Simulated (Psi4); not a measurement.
F$_{3}$Ga, triplet, geometry from GFN2-xTB (such geometries of metal compounds can be far from the true shape) (a higher spin typed on purpose: for a closed-shell molecule this is an excited state). Base run: TPSS/3-21G in Psi4.

Psi4 was given this input:
```
memory 2 GB

molecule mol {
0 3
  Ga   -0.229355   -0.050166    0.164894
  F    -1.724005   -1.240328   -0.086008
  F     0.693314    1.527122   -0.775390
  F     1.820692   -0.114002    0.293429
}

set basis 3-21g
set reference uks

energy('tpss')
print_variables()
```

The base run was repeated with changes; each row names its change, and settings that it needs were set with it.

```tsv
change	ΔE vs base (mEh)	point group used	SCF cycles
base	0.000	c1	13
molecule keys = no_reorient	0.000	c1	13
jitter_ang = 0.002	0.151	c1	13
molecule keys = symmetry c1, no_reorient, no_com	0.000	c1	13
molecule keys = symmetry c1	0.000	c1	13
```

Open shells are given as the SCF converged; they aren't shown to be the lowest states, and a large step between rows can be another state.
